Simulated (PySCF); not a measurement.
# Working out the ionisation energy of As

As [Ar] 3d10 4s2 4p3 (4S) → As⁺ [Ar] 3d10 4s2 4p2 (3P). Calculation: PySCF 2.14, in aug-cc-pwCVDZ-PP with ECP10MDF; scalar relativity through the core potential. Frozen: nothing. Energies in hartree (1 hartree = 27.21139 eV):

```json
{"part": "UHF", "As (lower)": "-331.198331", "As⁺ (upper)": "-330.851977"}
{"part": "CCSD correlation", "As (lower)": "-0.446495", "As⁺ (upper)": "-0.432798"}
{"part": "(T)", "As (lower)": "-0.008768", "As⁺ (upper)": "-0.008269"}
```

Task: What does Hartree-Fock give?

Result: (-330.851977) − (-331.198331) = 0.346354 hartree = 9.425 eV.

Task: What do CCSD and CCSD(T) give?

Result: The CCSD correlation energies differ by 0.013697 hartree = 0.373 eV and the triples by 0.000499 hartree = 0.014 eV, so CCSD gives 9.798 eV and CCSD(T) 9.812 eV.

Measured between the centres of the two terms (NIST): 10.008 eV, so CCSD(T) (valence and next inner shell) is off by -0.196 eV.

A double-zeta basis recovers only part of the correlation energy.

What remains against the reference includes basis incompleteness and higher excitations.
